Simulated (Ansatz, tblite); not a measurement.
Forces on Ga(IMe)F3 (C₅H₈F₃GaN₂) at its PBE-D4/def2-SVP geometry. Charge 0, multiplicity 1.

The xTB rows come from tblite.

GFN1-xTB (tblite), largest force 0.97 eV/Å:

```xyz
19
positions Å, forces eV/Å
Ga   -1.899    1.207    0.197   -0.436    0.245   -0.021
C    -0.188    0.117    0.012    0.454   -0.259    0.020
N     1.013    0.551   -0.449   -0.261   -0.634    0.303
C     1.259    1.912   -0.926   -0.009    0.091   -0.126
C     1.947   -0.469   -0.394   -0.377   -0.190    0.131
C     1.299   -1.570    0.114   -0.018    0.419   -0.145
N    -0.009   -1.185    0.353    0.447    0.550   -0.250
C    -1.065   -2.037    0.898   -0.122   -0.094   -0.044
H     1.799    2.495   -0.155   -0.271   -0.317   -0.351
H     1.865    1.873   -1.851   -0.284    0.010    0.453
H     0.276    2.379   -1.140    0.714   -0.235    0.131
H     2.981   -0.338   -0.726   -0.576   -0.071    0.195
H     1.658   -2.584    0.311   -0.199    0.570   -0.100
H    -2.040   -1.558    0.670    0.616   -0.389    0.208
H    -1.017   -3.033    0.420   -0.010    0.478    0.234
H    -0.942   -2.146    1.993   -0.029    0.082   -0.536
F    -3.211   -0.011   -0.014    0.574    0.783    0.050
F    -1.778    2.429   -1.123   -0.258   -0.630    0.695
F    -1.947    1.967    1.809    0.043   -0.409   -0.848
```

GFN2-xTB (tblite), largest force 1.92 eV/Å:

```
Ga -0.522 0.274 -0.071
C 1.627 -1.012 -0.115
N -0.145 -0.110 0.113
C -0.071 -0.306 0.028
C -0.547 0.111 0.081
C -0.356 0.433 -0.062
N 0.049 0.202 -0.038
C 0.198 0.157 -0.188
H -0.301 -0.295 -0.381
H -0.293 0.025 0.468
H 0.743 -0.194 0.156
H -0.759 -0.085 0.252
H -0.270 0.746 -0.132
H 0.610 -0.408 0.262
H -0.021 0.491 0.251
H -0.074 0.081 -0.555
F 0.217 0.401 0.001
F -0.185 -0.278 0.312
F 0.101 -0.233 -0.382
```

PBE0-D4/def2-TZVP (Ansatz), largest force 0.93 eV/Å:

```
Ga -0.254 0.114 -0.076
C 0.793 -0.485 -0.036
N -0.301 -0.535 0.244
C 0.001 0.192 -0.051
C -0.401 -0.292 0.188
C 0.067 0.501 -0.171
N 0.330 0.515 -0.250
C -0.167 -0.083 0.075
H -0.274 -0.319 -0.373
H -0.314 -0.011 0.457
H 0.598 -0.209 0.087
H -0.593 -0.075 0.190
H -0.207 0.581 -0.112
H 0.519 -0.337 0.151
H -0.009 0.510 0.214
H -0.037 0.072 -0.554
F 0.314 0.372 0.040
F -0.094 -0.321 0.356
F 0.029 -0.188 -0.377
```
